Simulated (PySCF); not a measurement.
## Arsenic: a sound run and one with changed settings

Sound run: As [Ar] 3d10 4s2 4p3, As⁺ [Ar] 3d10 4s2 4p2. Computed with PySCF 2.14 in jorge-DZP-DKH (8s6p2d1f, 43 functions), with the spin-free X2C one-electron Hamiltonian (Gaussian nucleus). In the sound run the correlated levels freeze [Ar] 3d10. The sound run starts from symmetry-adapted Hartree-Fock orbitals and uses a fine grid where one is needed.

A second run was set up differently.

| species | method | sound run (hartree) | changed run (hartree) | converged |
| --- | --- | --- | --- | --- |
| As | MP2 | -2258.91863 | -2259.48396 | yes |
| As⁺ | MP2 | -2258.57238 | -2259.13693 | yes |

Ionisation energy of As:

| method | sound run (eV) | changed run (eV) |
| --- | --- | --- |
| UHF | 9.438 | 9.438 |
| MP2 | 9.422 | 9.443 |
| SCS-MP2 | 9.362 | 9.369 |

Task: What was changed?
A. too few SCF iterations
B. a valence shell is frozen
C. minimal basis
D. all electrons correlated in a valence basis

Result: D. A valence basis has no tight correlating functions, so it recovers only part of the core correlation, and not evenly between atom and ion.
